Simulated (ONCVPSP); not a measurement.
# phosphorus, ONCV: configuration errors across variants

phosphorus (P), optimised norm-conserving Vanderbilt (ONCV), made with ONCVPSP 4.0.1 (LDA (Perdew-Zunger), scalar-relativistic). Core [He], reference 2s2 2p6 3s2 3p3. Waves: 2s+3s: rc 0.75 bohr, ncon 5, nbas 8, qcut 18.8 1/bohr, 2 projectors; 2p+3p: rc 0.95 bohr, ncon 3, nbas 6, qcut 17.7 1/bohr, 2 projectors; d scattering state at 0.02 Ha: rc 0.85 bohr, ncon 3, nbas 8, qcut 12.8 1/bohr, 1 projector. Local part: polynomial inside 0.70 bohr (lpopt 5, dvloc0 -1 Ha). Core correction: none.

All-electron excitation energies from the reference (eV): (1) 2s2 2p6 3s2 3p2 9.821; (2) 2s2 2p6 3s2 3p1 29.070; (3) 2s2 2p6 3s2 3p0 58.965; (4) 2s2 2p6 3s1 3p3 18.893.

4 further variants failed, have other tests or another functional or relativity, and are left out.

Errors AE − PS in meV (a dash: test not solved or not reliable):

| change | (1) | (2) | (3) | (4) | bound ghosts | GHOST(+) flags above zero |
| --- | --- | --- | --- | --- | --- | --- |
| base | +0.3 | +2.4 | +9.2 | -0.7 | none | none |
| s: qcut 19 | +0.3 | +2.4 | +9.1 | -0.7 | none | none |
| p: rc 1.42 | -0.2 | +0.5 | +3.3 | -1.0 | none | none |
| d: rc 0.84 | +0.3 | +2.4 | +9.2 | -0.7 | none | none |
| s: qcut 20; p: qcut 18.9; d: qcut 13.6 | +0.4 | +2.3 | +8.7 | -0.4 | none | none |
| all radii scaled by about 1.15 (s 0.86, p 1.10, d 0.98 bohr); local potential polynomial inside 0.80 bohr (lpopt 5, dvloc0 -1 Ha) | +0.2 | +2.3 | +9.9 | -0.7 | none | none |
| d: nbas 6 | +0.3 | +2.4 | +9.2 | -0.7 | none | none |
| local potential polynomial inside 0.55 bohr (lpopt 5, dvloc0 0 Ha) | +0.4 | +2.4 | +9.3 | +0.1 | none | none |

Give the same row for: local potential polynomial inside 0.70 bohr (lpopt 5, dvloc0 -2 Ha).

+0.4, +2.4, +9.3, +0.2; bound ghosts: none; GHOST(+) flags above zero: none.
